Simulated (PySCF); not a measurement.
Cl3Ge, SMILES [Cl][Ge]([Cl])[Cl], multiplicity 2. Atoms are numbered in the order given.

```xyz
4

Cl     1.7732    -1.0238    -0.2952
Ge     0.0000     0.0000     0.4704
Cl    -1.7732    -1.0238    -0.2952
Cl     0.0000     2.0475    -0.2952
```
Charge 0, spin multiplicity 2.

Geometry optimised at B3LYP-D3(BJ)/def2-SVP. The isomer is the one that the SMILES or the coordinates give; other isomers of the formula were not compared.

Computed with PySCF with B3LYP-D3(BJ)/def2-SVP.

Frequencies are harmonic and unscaled.

Modes within 1.5 cm⁻¹ of each other (mostly degenerate sets) share a row, with their intensities summed.

Computed normal modes with their intensities:
| mode | ν (cm⁻¹) | IR (km/mol) | moving atoms (share of kinetic energy) |
|---|---|---|---|
| 1–2 | 126 | 3.4 | Cl 87 %, Ge 13 % |
| 3 | 156 | 4.6 | Cl 59 %, Ge 41 % |
| 4 | 365 | 10.1 | Cl 82 %, Ge 18 % |
| 5–6 | 408 | 155.1 | Cl 59 %, Ge 41 % |
